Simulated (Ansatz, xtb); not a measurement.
# Two isomers of C6H8OS

Structure I is `COc1sccc1C`, a singlet and structure II is `COc1cscc1C`, a singlet. Both are isolated molecules in the gas phase, relaxed with PBE-D3(BJ)/def2-SVP; the shapes shown needn't be the lowest conformers.

I (Å):

```xyz
16

C     0.8228    0.8831    2.5068
C     0.0529   -0.1881    0.5423
C    -2.1622   -0.4688   -0.5695
C    -1.1252   -1.0586   -1.2599
C     0.1594   -0.9092   -0.6397
C     1.4573   -1.4503   -1.1679
O     1.0945    0.1100    1.3523
S    -1.6037    0.3023    0.8864
H     1.7848    1.0273    3.0321
H     0.1085    0.3618    3.1847
H     0.3963    1.8770    2.2392
H    -3.2280   -0.4316   -0.8218
H    -1.2708   -1.5960   -2.2082
H     1.4599   -2.5609   -1.1883
H     1.6492   -1.1056   -2.2056
H     2.3053   -1.1228   -0.5374
```

II (Å):

```
atom    x (Å)    y (Å)    z (Å)
   C  -0.7366   1.3103   1.8327
   C  -0.2028  -0.2237   0.1232
   C  -1.3499   0.0078  -0.6225
   C   0.1638  -1.6903  -1.6445
   C   0.6809  -1.2053  -0.4595
   C   1.9756  -1.6069   0.1806
   O   0.1595   0.3557   1.2990
   S  -1.3625  -0.9773  -2.0534
   H  -0.2942   1.6757   2.7780
   H  -1.7337   0.8609   2.0453
   H  -0.8789   2.1704   1.1389
   H  -2.1802   0.6912  -0.4189
   H   0.6108  -2.4421  -2.3065
   H   1.8064  -2.0242   1.1953
   H   2.6448  -0.7308   0.3105
   H   2.5082  -2.3656  -0.4235
```

Energies in hartree; the thermal terms are from GFN2-xTB frequencies at re-optimised GFN2-xTB minima (ideal gas, soft modes damped towards free rotors, one conformer each, 298.15 K, 1 atm) and include the zero-point energy:

|  | I | II |
| --- | --- | --- |
| E, CCSD(T)/def2-SVP | −705.093200 | −705.099703 |
| E, MP2/def2-SVP | −704.987781 | −704.994225 |
| E, MP2/def2-TZVPP | −705.740711 | −705.747690 |
| zero-point energy | 0.123501 | 0.123674 |
| H(298 K) − E | 0.133267 | 0.133287 |
| G(298 K) − E | 0.089586 | 0.090051 |

Correct the CCSD(T) difference for the basis set by the MP2 change, then work out ΔE, ΔE₀, ΔH and ΔG for I → II in kJ/mol (1 Eh = 2625.50 kJ/mol) and the equilibrium ratio [II]/[I].

1. Differences II − I: CCSD(T) −0.006503, MP2 in the small set −0.006444, MP2 in the large set −0.006979 Eh.
2. ΔE = −0.006503 + (−0.006979 − (−0.006444)) = −0.007038 Eh = −18.48 kJ/mol.
3. ΔE₀ = ΔE + ΔZPE = −0.007038 + (+0.000173) Eh = −18.02 kJ/mol.
4. ΔH = ΔE + (+0.000020) Eh = −18.43 kJ/mol.
5. ΔG = ΔE + (+0.000465) Eh = −17.26 kJ/mol, so ΔS = (ΔH − ΔG)/T = −3.9 J/(mol K).
6. kT = 0.9442 mEh, so K = [II]/[I] = exp(−ΔG/kT) = exp(+6.96) ≈ 1.1 × 10^3.

Structure II is favoured at this temperature. An error of 4 kJ/mol in ΔG would change K by a factor of 5. Mirror images and further conformers aren't counted.

As drawn, both hold the same kinds of bond in the same numbers.

Other levels gave ΔE = −2.1 (GFN2-xTB); −9.0 (HF/STO-3G, GFN2-xTB geometries); −14.5 (r2SCAN-D4/def2-SVP, GFN2-xTB geometries); −13.2 (PBE-D3(BJ)/def2-SVP); −21.1 (HF/def2-SVP); −16.9 (MP2/def2-SVP); −17.1 (CCSD(T)/def2-SVP) kJ/mol. The correlated steps freeze 12 core orbitals. Programs: Ansatz 0.2.0, xtb 6.7.1.
